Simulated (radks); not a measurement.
Q: Species: the scandium ion Sc2+. Configuration: [Ar] 3d1. Method: scalar-relativistic Kohn-Sham, exchange-only PBE, spin-polarised, spherical densities, point nucleus; open shells are filled with parallel spins first; computed with a radial shooting solver on a logarithmic mesh with Libxc functionals. Some entries of the table are withheld. Estimate them.

orbital  occ.  eigenvalue (hartree)  <1/r> (bohr^-1)
1s down     1             -162.1652            20.77
1s up       1             -162.1648            20.77
2s up       1             -17.95937            4.294
2s down     1             -17.95013            4.296
2p up       3             -14.80001            4.199
2p down     3             -14.79289            4.201
3s up       1              -2.56001            1.306
3s down     1              -2.52304            1.306
3p up       3                   (1)            1.175
3p down     3                   (2)            1.176
3d up       1              -0.64089              (3)
3d down     0              -0.60469              (4)

A: 
(1) 3p up eigenvalue (hartree): -1.77376
(2) 3p down eigenvalue (hartree): -1.73661
(3) 3d up <1/r> (bohr^-1): 0.8264
(4) 3d down <1/r> (bohr^-1): 0.8249
